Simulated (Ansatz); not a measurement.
Cost and result for the atomization energy of C2H3FSe (`C=C(F)[SeH]`) (7 atoms, 6 bonds).

Total charge 0; spin multiplicity 1. Correlated methods include outer-core shells of Se, which these sets cover unevenly. Scalar relativity is left out up to krypton. All single points use the PBE0-D4/def2-TZVP geometry. It is one conformer, not always the lowest. Program: Ansatz. All runs use 4 threads of a server CPU on a shared host. Times are those of one run each, without the atoms' runs, and a repeat can differ threefold. Electronic energies, without spin–orbit coupling; frozen cores. CCSD(T)/CBS adds CCSD(T) − MP2 in def2-TZVPP to the MP2 limit, and its time is that of the two runs behind it. T1 = 0.011. With those shells the extrapolation isn't a true limit.

CCSD(T)/CBS is a level of theory with its own doubt, some kJ/mol a heavy atom from the limit and from the frozen cores, so smaller differences don't rank the functionals.

| level | functions | wall time | atomization (kcal/mol) | difference from CCSD(T)/CBS | per bond |
| --- | --- | --- | --- | --- | --- |
| LDA (SPW92)/def2-TZVPP | 183 | 0.9 s | 725.1 | 112.1 | 18.7 |
| PBE-D4/def2-TZVPP (with forces) | 183 | 1.6 s | 637.0 | 24.0 | 4.0 |
| CAM-B3LYP-D4/def2-TZVPP | 183 | 2.1 s | 614.1 | 1.1 | 0.2 |
| r2SCAN-D4/def2-TZVPP (with forces) | 183 | 2.7 s | 617.3 | 4.3 | 0.7 |
| r2SCANh-D4/def2-TZVPP | 183 | 2.8 s | 610.9 | -2.1 | -0.3 |
| B2PLYP/def2-TZVPP | 183 | 3.1 s | 606.1 | -6.9 | -1.1 |
| CCSD(T)/def2-SVP | 89 | 3.1 s | 578.2 | -34.8 | -5.8 |
| B97M-V/def2-TZVPP | 183 | 4.2 s | 614.2 | 1.2 | 0.2 |
| ωB97X-V/def2-TZVPP | 183 | 4.2 s | 613.4 | 0.4 | 0.1 |
| ωB97M-V/def2-TZVPP (with forces) | 183 | 6 s | 612.8 | -0.2 | 0.0 |
| MP2/def2-QZVPP | 350 | 12 s | 620.7 | 7.7 | 1.3 |
| CCSD(T)/def2-TZVPP | 183 | 34 s | 596.0 | -17.0 | -2.8 |
| CCSD(T)/CBS(def2) | – | 45 s | 613.0 | 0.0 | 0.0 |

At CCSD(T), def2-SVP lies −34.8 kcal/mol from the extrapolated value and def2-TZVPP −17.0 kcal/mol: correlation converges slowly with the basis, and small sets miss more of it in the bonded molecule than in its fragments. In def2-TZVPP, CCSD(T) changes the Hartree–Fock value by +173.0 kcal/mol (the triples alone add +13.0 kcal/mol) and MP2 by +187.7 kcal/mol; breaking electron pairs costs correlation energy, which Hartree–Fock lacks. From PBE to PBE0 (25 % exact exchange), in def2-TZVPP and without D4, the atomization energy moves by −18.8 kcal/mol: exact exchange takes away binding that semilocal exchange gives to molecules.
